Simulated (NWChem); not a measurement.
Molecule: GeNH3O, singlet; SMILES [OH][Ge][NH2]

```xyz
6

Ge    -0.4603     0.0331     0.0000
O      0.7318     1.4020     0.0000
H      1.6600     1.1159     0.0000
N      0.7257    -1.3869     0.0000
H      1.7402    -1.3390     0.0000
H      0.3942    -2.3452     0.0000
```
Atoms are numbered in this order, from 1.

Program: NWChem. Pople sets run with spherical d functions. Low-valent species are run as closed-shell singlets; no triplet was tried in these runs. Structure relaxed at the B3LYP/6-31G* (spherical d) level. B3LYP is NWChem's, with the RPA form of VWN correlation. Vertical excitations in the gas phase; the lowest state need not have the same character in each row.

For level PBE/6-31G*, full TDDFT:

```
Property          Result
----------------  ------
orbital gap (eV)    4.30
```

Task: How do the values read with level B3LYP/6-31G*, full TDDFT instead?

Result: The orbital gap (eV) comes out as 5.96.
